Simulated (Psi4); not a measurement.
Here is a job for Psi4.
```
memory 2 GB

molecule {
0 2
  C    -2.55790158   -0.86566015    0.53017802
  B    -1.18241162   -0.13840921    0.21918642
  O    -1.11928408    1.22310200    0.08362467
  B     0.06197779    1.84734260   -0.17682292
  O     1.19739905    1.10807351   -0.30568398
  B     1.16927579   -0.25561509   -0.17840170
  C     2.49114431   -1.11777130   -0.34272207
  O    -0.02840329   -0.85326215    0.08394528
  H    -3.39640881   -0.17723741    0.50962446
  H    -2.74709022   -1.66049684   -0.18648013
  H    -2.52781493   -1.33102643    1.51249990
  H     2.57108729   -1.86671669    0.44022926
  H     3.38374785   -0.50085765   -0.32601280
  H     2.47511902   -1.65297481   -1.28949332
}

set basis 6-31g*
set reference uks

energy('blyp')
print_variables()
```

**Question.** What does this run give for the nuclear repulsion energy, number of basis functions, total energy, dipole moment, <S^2>?

**Answer.** 
The nuclear repulsion energy is 327.7273 Eh. The number of basis functions is 132. The total energy comes out as -10344.6560 eV and the dipole moment is 1.23 D. The <S^2> is 0.751.

These values belong to the state on which the SCF converged, which isn't shown to be the lowest.
